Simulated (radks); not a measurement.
Results of a calculation; reference values are marked as such.
Ionisation of Sr, [Kr] 5s2, to Sr+, [Kr] 5s1, under several functionals. Scalar-relativistic Kohn-Sham, spin-polarised, spherical densities, finite nucleus; open shells are filled with parallel spins first (spin-orbit coupling, left out, can overturn this in heavy ions); a radial shooting solver on a logarithmic mesh with Libxc functionals.

functional,E(Sr) (hartree),Exc (hartree),IE (eV),-e(HOMO) (eV),<r> HOMO (bohr),IE error (eV)
BP86,-3180.22451,-105.69142,5.826,3.650,4.299,+0.131
exchange-only PBE,-3177.61760,-103.04063,5.077,2.938,4.446,-0.618
r2SCAN,-3179.98270,-105.34572,5.427,3.580,4.405,-0.267
"LDA (Slater exchange, Perdew-Zunger correlation)",-3175.78303,-101.19348,5.887,3.646,4.271,+0.192
Wu-Cohen GGA,-3178.89100,-104.34316,5.601,3.539,4.306,-0.094
revPBE,-3179.64547,-105.10727,5.628,3.491,4.360,-0.066
RPBE,-3179.71803,-105.18073,5.667,3.485,4.377,-0.028
"LDA (Slater exchange, VWN5 correlation)",-3175.79968,-101.21039,5.867,3.640,4.272,+0.172

NIST Atomic Spectra Database: 5.695 eV (measured). Closest: RPBE. The Delta-SCF values span 0.81 eV, the total energies 4.44 hartree. The highest occupied level is 5s.
